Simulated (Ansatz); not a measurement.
`C[BH][Ga]([CH3])[F]` and `B[CH2][Ga]([CH3])[F]` differ in one atom or group.

Ansatz, PBE0-D4/def2-TZVP geometries, multiplicity 1. Each molecule was computed in one conformer, which needn't be the lowest.

Scalar relativity is left out up to krypton.

```csv
property,`C[BH][Ga]([CH3])[F]`
LUMO energy (PBE/def2-TZVPP) / eV,-2.88
HOMO–LUMO gap (PBE0/def2-TZVPP) / eV,5.33
LUMO energy (B3LYP/def2-TZVPP) / eV,-2.11
size of the dipole moment (PBE/def2-TZVPP) / D,3.09
HOMO energy (PBE/def2-TZVPP) / eV,-6.03
HOMO–LUMO gap (ωB97M-V/def2-TZVPP) / eV,9.41
```

What does the change do to each property? (Best estimate.)

The calculation gave: 
```json
{"property": "LUMO energy (PBE/def2-TZVPP) / eV", "`B[CH2][Ga]([CH3])[F]`": "-2.65", "shift": "0.23"}
{"property": "HOMO–LUMO gap (PBE0/def2-TZVPP) / eV", "`B[CH2][Ga]([CH3])[F]`": "6.47", "shift": "1.14"}
{"property": "LUMO energy (B3LYP/def2-TZVPP) / eV", "`B[CH2][Ga]([CH3])[F]`": "-2.02", "shift": "0.09"}
{"property": "size of the dipole moment (PBE/def2-TZVPP) / D", "`B[CH2][Ga]([CH3])[F]`": "2.54", "shift": "-0.55"}
{"property": "HOMO energy (PBE/def2-TZVPP) / eV", "`B[CH2][Ga]([CH3])[F]`": "-7.05", "shift": "-1.02"}
{"property": "HOMO–LUMO gap (ωB97M-V/def2-TZVPP) / eV", "`B[CH2][Ga]([CH3])[F]`": "10.44", "shift": "1.03"}
```

With PBE0 the HOMO falls by 1.01 eV and the LUMO rises by 0.13 eV, so the gap widens by about 1.14 eV. PBE moves the HOMO by -1.02 eV and ωB97M-V by -1.03 eV. Dipoles are sizes alone; their direction can turn.

B3LYP here is the variant with VWN-RPA as its local correlation; programs differ in this.
